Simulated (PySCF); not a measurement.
## How methods differ on the excitation energy of Si

Si [Ne] 3s2 3p2 (3P) → Si [Ne] 3s1 3p3, s spin flipped, as a difference of total energies. Calculation: PySCF 2.14, in aug-cc-pV(D+d)Z (5s4p3d, 32 functions); no relativity, point nucleus. Correlated levels: valence: [Ne] frozen. The calculations carry no spin-orbit coupling.

```json
{"method": "UHF", "excitation energy (eV)": "9.120"}
{"method": "LDA", "excitation energy (eV)": "6.788"}
{"method": "PBE", "excitation energy (eV)": "6.830"}
{"method": "PBE0", "excitation energy (eV)": "7.410"}
{"method": "r2SCAN", "excitation energy (eV)": "7.310"}
{"method": "TPSSh", "excitation energy (eV)": "7.279"}
{"method": "BLYP", "excitation energy (eV)": "6.884"}
{"method": "B3LYP", "excitation energy (eV)": "7.346"}
{"method": "M06-2X", "excitation energy (eV)": "7.427"}
{"method": "MP2 (valence)", "excitation energy (eV)": "7.899"}
{"method": "SCS-MP2 (valence)", "excitation energy (eV)": "7.840"}
```

Q: How much does correlation contribute at MP2 (valence)?

A: 7.899 − (9.120) = -1.221 eV, measured against UHF.

The upper determinant mixes two multiplicities, so it lies between the two terms.
